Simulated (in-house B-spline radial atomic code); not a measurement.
Inner levels of bismuth as electrons are removed. A shift is the extra binding of the orbital against the neutral atom ([Xe] 4f14 5d10 6s2 6p3). The density at the nucleus is averaged over the nuclear charge. Computed with a B-spline radial code for spherical atoms: Dirac-Hartree-Fock, average of the configuration, finite nuclei.

```csv
ion,configuration,shift of 2p1/2 (eV),shift of 4p3/2 (eV),shift of 4s1/2 (eV),radius of 2p1/2 (bohr),radius of 4p3/2 (bohr),radius of 4s1/2 (bohr),Σ<r²> (bohr²),change of density at nucleus (bohr⁻³)
Bi32+,[Kr] 4d10 4f5,1152.58,1034.18,1052.08,0.053961,0.38803,0.36246,4.3736,-2370.92
Bi33+,[Kr] 4d10 4f4,1222.51,1091.86,1111.78,0.053964,0.38586,0.3609,4.1611,-2081.64
Bi34+,[Kr] 4d10 4f3,?,?,?,?,?,?,?,?
Bi35+,[Kr] 4d10 4f2,1366.86,1209.71,1233.75,0.05397,0.3815,0.35775,3.762,-1466.14
Bi36+,[Kr] 4d10 4f1,1441.26,1269.86,1295.99,0.053973,0.37932,0.35615,3.5743,-1139.91
Bi37+,[Kr] 4d10,1517.14,1330.8,1359.05,0.053976,0.37714,0.35454,3.3939,-801.32
Bi38+,[Kr] 4d9,1598.66,1388.84,1419.4,0.05397,0.37525,0.35312,3.2024,-333.56
Bi39+,[Kr] 4d8,1681.35,1447.44,1480.31,0.053963,0.37338,0.3517,3.0157,145.34
Bi40+,[Kr] 4d7,1765.2,1506.59,1541.78,0.053956,0.37152,0.35029,2.8338,635.03
Bi41+,[Kr] 4d6,?,?,?,?,?,?,?,?
Bi42+,[Kr] 4d5,1936.39,1626.56,1666.4,0.053941,0.36786,0.34747,2.4833,1647.55
Bi43+,[Kr] 4d4,?,?,?,?,?,?,?,?
Bi44+,[Kr] 4d3,2112.22,1748.74,1793.23,0.053925,0.36425,0.34468,2.1498,2704.01
```

**Question.** Fill in the row of Bi34+.

**Answer.** shift of 2p1/2 (eV): 1293.94; shift of 4p3/2 (eV): 1150.38; shift of 4s1/2 (eV): 1172.34; radius of 2p1/2 (bohr): 0.053967; radius of 4p3/2 (bohr): 0.38368; radius of 4s1/2 (bohr): 0.35933; Σ<r²> (bohr²): 3.9574; change of density at nucleus (bohr⁻³): -1780.17.

**Question.** Fill in the row of Bi41+.

**Answer.** shift of 2p1/2 (eV): 1850.21; shift of 4p3/2 (eV): 1566.3; shift of 4s1/2 (eV): 1603.81; radius of 2p1/2 (bohr): 0.053949; radius of 4p3/2 (bohr): 0.36968; radius of 4s1/2 (bohr): 0.34888; Σ<r²> (bohr²): 2.6563; change of density at nucleus (bohr⁻³): 1135.9.

**Question.** Fill in the row of Bi43+.

**Answer.** shift of 2p1/2 (eV): 2023.73; shift of 4p3/2 (eV): 1687.37; shift of 4s1/2 (eV): 1729.54; radius of 2p1/2 (bohr): 0.053933; radius of 4p3/2 (bohr): 0.36605; radius of 4s1/2 (bohr): 0.34607; Σ<r²> (bohr²): 2.3145; change of density at nucleus (bohr⁻³): 2170.37.
